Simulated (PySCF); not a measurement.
C2F3, SMILES F[C]=C(F)F (connectivity only; charge and spin as stated), charge +1, multiplicity 1. Heavy atoms are numbered as in [F:1][C:2]=[C:3]([F:4])[F:5].

The structure is a stationary point at B3LYP-D3(BJ)/def2-SVP. The spin state was assumed, not searched. The isomer is the one that the SMILES or the coordinates give; other isomers of the formula were not compared.

Level of theory: PBE0/pcSseg-2 run with PySCF.

GIAO shieldings, no solvent; atoms alike by connectivity are averaged. δ = σ(ref) − σ: ¹⁹F against CFCl3 (σ = 165.8 ppm); ¹³C against TMS (σ = 186.1 ppm), references at their B3LYP-D3(BJ)/def2-TZVP geometries, non-relativistic.

```tsv
atoms	nucleus	count	δ (ppm)
F1	¹⁹F	1	[?]
F4	¹⁹F	2	-5.8
C2	¹³C	1	661.4
C3	¹³C	1	[?]
```

Fill in the missing entries. (The exact figures need the calculation; the answer reports its results.)


- F1, δ (ppm): 685.0
- C3, δ (ppm): 202.5
